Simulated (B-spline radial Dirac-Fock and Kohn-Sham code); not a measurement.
**Radiative decay of the 3p3/2 hole in Dy³⁺**

System: the Dy³⁺ ion, configuration [Xe] 4f9.

The computed values come from a radial B-spline solver: a relativistic independent-particle model: LDA orbitals of the hole state, radiative multipoles to third order, Auger rates from the Coulomb interaction with a continuum orbital, Dirac-Fock energies.

```
 line  multipole  energy (eV)  width (meV)  share (%)
M3-M4         E1        347.1       0.0837      0.518
M3-M5         E1        382.6         1.04       6.44
M3-N1         E1       1257.5         2.65       16.4
M3-N2         E2       1339.4      0.00469     0.0290
M3-N3         E2       1376.6      0.00407     0.0252
M3-N4         E1       1512.3         1.31       8.10
   Mγ         E1       1519.0         10.5       65.3
M3-O1         E1       1629.6        0.482       2.98
M3-N6         E2       1676.7      0.00581     0.0360
M3-N7         E2       1677.7       0.0342      0.212
```

The listed lines hold 100.0 % of the radiative rate. The radiative width is 0.0162 eV in the length form and 0.0158 eV in the velocity form; the two differ because the transition energies are not eigenvalue differences of the potential that gave the orbitals.
